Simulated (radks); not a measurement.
Lu LXV, 7 electrons, occupied as [He] 2s2 2p3. Method: scalar-relativistic Kohn-Sham, PBE, spin-polarised, spherical densities, finite nucleus; open shells are filled with parallel spins first (spin-orbit coupling, left out, can overturn this in heavy ions); Fermi nuclear charge, rms radius 5.37 fm; computed with a radial shooting solver on a logarithmic mesh with Libxc functionals.

Normalised radial functions P(r) = r R(r), r in bohr:

r         1s down    2s up  2p down
0.001373   2.1207   0.7868   0.0280
0.00165    2.4342   0.9008   0.0381
0.001999   2.7988   1.0320   0.0527
0.002422   3.2012   1.1750   0.0727
0.002911   3.6194   1.3208   0.0989
0.003528   4.0834   1.4783   0.1362
0.00424    4.5444   1.6282   0.1847
0.005138   5.0260   1.7744   0.2529
0.006225   5.4845   1.8966   0.3447
0.007483   5.8732   1.9742   0.4614
0.009067   6.1886   1.9915   0.6205
0.0109     6.3645   1.9221   0.8168
0.01321    6.3736   1.7306   1.0748
0.016      6.1674   1.3890   1.3927
0.01923    5.7484   0.9006   1.7535
0.0233     5.0865   0.2184   2.1795
0.02824    4.2374  -0.6171   2.6328
0.03394    3.3224  -1.5048   3.0543
0.04113    2.3652  -2.4203   3.4227
0.04943    1.5469  -3.1589   3.6408
0.0599     0.8769  -3.6393   3.6578
0.07258    0.4262  -3.7101   3.4132
0.08724    0.1794  -3.3681   2.9376
0.1057     0.0584  -2.6730   2.2606
0.1281     0.0145  -1.8249   1.5280
0.154      0.0028  -1.0744   0.9061
0.1865     0.0003  -0.5051   0.4361
0.2242     0.0000  -0.1947   0.1745
0.2717     0.0000  -0.0540   0.0511

1s down: eigenvalue -69781 eV, 0 radial nodes, <r> = 0.0193 bohr, 90 % of the charge inside 0.0350 bohr. 2s up: eigenvalue -16634.8 eV, 1 radial node at r = 0.0246 bohr, <r> = 0.0793 bohr, 90 % of the charge inside 0.122 bohr. 2p down (empty): eigenvalue -15358.8 eV, 0 radial nodes, <r> = 0.0702 bohr, 90 % of the charge inside 0.114 bohr.
